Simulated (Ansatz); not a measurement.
Basis-set series for CH4InO (`[CH3][In][OH]`) radical. Charge 0, multiplicity 2. In: def2 effective core potential. All single points use the PBE0-D4/def2-TZVP geometry. It is one conformer, not always the lowest.

```xyz
7

C     0.115    0.945    0.836
In   -0.864   -0.829   -0.029
O     0.153   -1.500   -1.632
H     0.347    0.755    1.883
H    -0.557    1.799    0.750
H     1.023    1.102    0.254
H    -0.218   -2.273   -2.063
```

```csv
functional,basis,functions,energy (Eh),HOMO (eV),LUMO (eV)
PBE0-D4,def2-SVP,74,-305.63068,-5.44,-2.66
PBE0-D4,def2-TZVPP,168,-305.78506,-5.56,-2.77
ωB97M-V,def2-SVP,74,-305.64820,-7.43,-1.04
ωB97M-V,def2-TZVPP,168,-305.80857,-7.56,-1.19
```

(1) Give the rows for def2-QZVPP. (Estimate.)

## Answers

(1) Computed: 
```
functional       basis  functions  energy (Eh)  HOMO (eV)  LUMO (eV)
   PBE0-D4  def2-QZVPP        316   -305.79414      -5.60      -2.83
   ωB97M-V  def2-QZVPP        316   -305.81762      -7.60      -1.29
```

HOMO and LUMO are taken over both spins.
